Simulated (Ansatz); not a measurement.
## A ladder of methods for InCl (SMILES [Cl][In])

InCl has 2 atoms, charge 0, and is taken as a singlet. As SMILES, `[Cl][In]`. The coordinates come from a PBE0-D4/def2-TZVP relaxation.

```csv
atom,x (Å),y (Å),z (Å)
Cl,0.0000,0.0000,-0.0139
In,0.0000,0.0000,2.3996
```

Each level gives the energy change with the Cl1–In2 bond stretched from 2.414 to 4.827 Å (eV). The values are calculated.

```
                        level                    kind  program  value (eV)  less FCI/STO-3G
       HF/STO-3G (restricted)            Hartree–Fock   Ansatz        5.36             0.00
     BLYP/STO-3G (restricted)                     GGA   Ansatz        4.61            -0.75
  r2SCAN0/STO-3G (restricted)         hybrid meta-GGA   Ansatz        5.20            -0.16
CAM-B3LYP/STO-3G (restricted)  range-separated hybrid   Ansatz        5.43            +0.07
   B2PLYP/STO-3G (restricted)           double hybrid   Ansatz        5.00            -0.36
  BCCD(T)/STO-3G (restricted)   coupled cluster or CI   Ansatz        5.36             0.00
    CCSDT/STO-3G (restricted)   coupled cluster or CI   Ansatz        5.36             0.00
                   FCI/STO-3G      exact in the basis   Ansatz        5.36             0.00
```

FCI/STO-3G is exact within its basis and frozen core, so for wave-function methods in that basis the difference is their error; functionals converge differently with the basis, so for them it is only a difference. All-electron rows without a relativistic Hamiltonian named are non-relativistic. The first shape isn't each level's own minimum. The values span 4.61 to 5.43 eV. All rows use very small basis sets, so even the best lies far from the true value. In the correlated wave-function rows the outer d shell of In is correlated, in sets not made for it.
